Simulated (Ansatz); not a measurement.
Abridged output of a molecular run in Ansatz:

```
Functional definition: HF
794 factors; integrals over basis functions are off by at most 1.0e-3 eV
mean field evaluation 1: about -50580.0626 eV, gradient 3.7e1 eV
mean field evaluation 2: about -50580.1243 eV, gradient 3.7e1 eV
mean field evaluation 4: about -50583.4338 eV, gradient 2.7e0 eV
mean field evaluation 8: about -50583.4742 eV, gradient 6.5e-2 eV
mean field -50583.47425805 eV, -1858.9083922729 hartree, gradient 1.2e-6 eV, S^2 0.000000; 0 other end points of the search recorded, 0 dependent functions left out
11 core orbitals not correlated: weight in the atoms' cores, before any rotation towards them, 1.000 or more for the frozen orbitals, at most 0.000 for the correlated occupied ones
reference -50583.47425805 eV, -1858.9083922729 hartree; 12, 12 occupied and 56, 56 virtual orbitals, 794 factors
second order -15.37276922 eV of doubles, -0.00000000 eV of singles
cycle   1  -15.02314031 eV  change    3.5e-1 eV  update   1.1e-1
cycle   2  -15.48456419 eV  change   -4.6e-1 eV  update   3.9e-2
cycle   3  -15.59887700 eV  change   -1.1e-1 eV  update   2.0e-2
cycle   4  -15.59157992 eV  change    7.3e-3 eV  update   6.7e-3
cycle   5  -15.58709450 eV  change    4.5e-3 eV  update   4.1e-3
cycle   6  -15.58723999 eV  change   -1.5e-4 eV  update   1.7e-3
cycle   7  -15.58726006 eV  change   -2.0e-5 eV  update   9.3e-4
cycle   8  -15.58706001 eV  change    2.0e-4 eV  update   3.4e-4
cycle   9  -15.58716118 eV  change   -1.0e-4 eV  update   1.2e-4
cycle  10  -15.58725818 eV  change   -9.7e-5 eV  update   4.5e-5
cycle  11  -15.58722131 eV  change    3.7e-5 eV  update   1.4e-5
cycle  12  -15.58722332 eV  change   -2.0e-6 eV  update   6.1e-6
perturbative correction -0.41963561 eV, -0.0154213243 hartree
Total energy: -50599.48111698 eV, -1859.4966334888 hartree
```

Its atoms:

Cartesian coordinates in Å:
```
B -1.871 0.263 0.347
Zn 0.113 -0.018 -0.015
N 1.881 -0.277 -0.319
H -2.294 1.247 0.883
H -2.701 -0.545 0.036
H 2.603 0.395 -0.121
H 2.269 -1.065 -0.812
```

Which basis set was used?
A. cc-pV(T+d)Z
B. def2-SVP
C. def2-TZVPPD
D. cc-pV(Q+d)Z

B. It gives 79 functions.

Write the keys of the input that set method, charge and spin (a neutral closed shell needs none for the last two).


```yaml
correlation: {method: ccsd_t, frozen_orbitals: {B: 1, H: 0, "N": 1, Zn: 9}}
```
